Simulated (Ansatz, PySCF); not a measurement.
Potential energy curve for PH, triplet.

UKS-PBE = unrestricted PBE/cc-pVTZ run with Ansatz (an electronic-structure program); UMP2/3-21G = unrestricted MP2 (frozen core)/3-21G run with PySCF; ROCCSDT = CCSDT on ROHF/cc-pVTZ, frozen core (Ansatz).

Total energies in hartree (comparable only within one method and basis):

```csv
R / Å,UKS-PBE,UMP2/3-21G,ROCCSDT
0.99,-341.56364,-339.41212,-341.27446
1.08,-341.63908,-339.49172,-341.34966
1.14,-341.67204,-339.52652,-341.38224
1.20,-341.69492,-339.55069,-341.40463
1.27,-341.71204,-339.56880,-341.42109
1.30,-341.71690,-339.57399,-341.42565
1.34,-341.72153,-339.57898,-341.42987
1.40,-341.72519,-339.58312,-341.43292
1.44,-341.72588,-339.58411,-341.43321
1.50,-341.72488,-339.58359,-341.43164
1.56,-341.72199,-339.58122,-341.42824
1.63,-341.71690,-339.57672,-341.42265
1.74,-341.70649,-339.56673,-341.41168
1.86,-341.69338,-339.55295,-341.39837
2.03,-341.67402,-339.53598,-341.37962
2.19,-341.65668,-339.52586,-341.36382
2.43,-341.63526,-339.51762,-341.34535
2.69,-341.62111,-339.51343,—
3.05,-341.61238,-339.51100,—
3.45,-341.60908,-339.51002,—
3.96,-341.60782,-339.50957,—
4.65,-341.60741,-339.50938,—
```

A dash means that the run gave no value there, or that the column was ended at a point which the program doubted or which failed a test of continuity chosen for this set; such a test can also cut sound points.

The unrestricted determinant behind UKS-PBE is spin-contaminated at 2.43 to 4.65 Å (<S²> up to 3.0, against 2.00 for a pure triplet). The unrestricted determinant behind UMP2/3-21G is spin-contaminated at 1.86 to 4.65 Å (<S²> up to 3.0, against 2.00 for a pure triplet). The T1 diagnostic of CCSD on the restricted reference of ROCCSDT exceeds 0.045 at 2.19 to 2.69 Å.
